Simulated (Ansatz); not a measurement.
```xyz
14

C    -0.4274    1.1644    1.4444
C     0.6125    1.2718    0.3403
Ge    0.2562    0.0923   -1.1797
Si   -0.0147   -2.2114   -0.6254
Cl   -1.6682    0.7116   -1.9960
H    -0.2098    1.8597    2.2591
H    -0.4606    0.1589    1.8719
H    -1.4270    1.3950    1.0696
H     1.6131    1.0241    0.7093
H     0.6632    2.2889   -0.0574
H     1.2716    0.3222   -2.3167
H     1.2506   -2.7421   -0.0483
H    -0.3577   -2.9811   -1.8477
H    -1.1019   -2.3543    0.3766
```

The species carries charge 0 and has multiplicity 1.

List the ωB97M-V/def2-TZVPP orbital energies in eV (the Gaussian-basis code of Ansatz). (An estimate is asked.)

Computed: Occupied: -10867.01, -2771.37, -1807.15, -1362.83, -1210.58, -1210.54, -1210.53, -281.74, -281.45, -261.75, -199.23, -199.10, -199.10, -174.61, -148.26, -123.93, -123.81, -123.78, -102.37, -102.36, -102.35, -36.73, -36.65, -36.63, -36.55, -36.54, -25.16, -24.19, -20.39, -18.56, -16.69, -15.33, -14.60, -13.34, -12.75, -12.52, -12.44, -12.06, -11.62, -11.55, -10.53, -9.87. Lowest empty: 1.47, 1.85, 1.97, 2.58, 3.16, 3.32, 3.38, 3.83.
